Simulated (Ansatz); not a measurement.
Geometry optimisation, UKS PBE0-D4/def2-SVP (Ansatz 0.2.0).

Input file:

```yaml
crystal:
  periodic: [false, false, false]
  atoms:
    - { symbol: Sn, position_ang: [-0.611496, -0.356738, -1.283627] }
    - { symbol: "N", position_ang: [1.389024, 0.186757, -1.090619] }
    - { symbol: H, position_ang: [-0.768886, -1.075894, -2.831318] }
    - { symbol: H, position_ang: [-1.056766, -1.472046, -0.059983] }
    - { symbol: H, position_ang: [-1.523535, 1.086096, -1.181321] }
    - { symbol: H, position_ang: [0.693708, 0.495452, 1.110906] }
    - { symbol: As, position_ang: [-0.018414, 0.574588, 2.441224] }
    - { symbol: H, position_ang: [1.964665, -0.468192, -0.563432] }
    - { symbol: H, position_ang: [1.540575, 1.124825, -0.725096] }
    - { symbol: H, position_ang: [-1.356198, 0.831516, 1.761823] }
    - { symbol: H, position_ang: [-0.252577, -0.926464, 2.421342] }
magnetization:
  spin_polarized: true
basis:
  gaussian: { orbitals: def2-SVP }
hamiltonian:
  xc: pbe0
  dispersion: d4
relax:
  f_tol: 0.03
  max_steps: 50
output:
  orbitals: {}
```

Command:

```bash
$ ansatz run input.yaml --threads 4 --pin off --max-ram 5120MiB --backend cpu --events-out ev --progress --plain --runs-dir out
```

Q: Where does it end, and by what steps?

A: The forces met the threshold. The force dipped under the threshold on the way, but the program's further checks kept it going. After 16 steps the energy has fallen by 0.113 eV; H10 moved furthest, 0.56 Å.

```csv
step,energy less start (eV),largest force component (eV/Å),accepted
0,0.0000,0.524,yes
1,-0.0930,0.089,yes
2,-0.1018,0.103,yes
3,-0.1065,0.221,yes
4,-0.1080,0.151,yes
5,-0.1093,0.135,yes
6,-0.1110,0.014,yes
7,-0.1113,0.080,yes
8,-0.1116,0.065,yes
9,-0.1120,0.034,yes
10,-0.1121,0.062,yes
11,-0.1124,0.055,yes
12,-0.1126,0.031,yes
13,-0.1129,0.005,yes
14,-0.1131,0.022,yes
15,-0.1132,0.058,yes
16,-0.1133,0.026,yes
```

```xyz
11
Properties=species:S:1:pos:R:3
Sn -0.584 -0.423 -1.507
N 1.317 0.304 -1.275
H -0.607 -1.246 -3.009
H -1.073 -1.500 -0.256
H -1.595 0.958 -1.532
H 0.808 0.426 1.518
As 0.050 0.518 2.840
H 1.999 -0.394 -0.986
H 1.371 1.072 -0.610
H -1.155 1.166 2.160
H -0.530 -0.881 2.658
```

Whether the end is a true minimum wasn't checked by a vibrational analysis.

The run took 87 s on 4 threads of Arm Neoverse N1, on a shared host, peak memory 0.42 GiB.
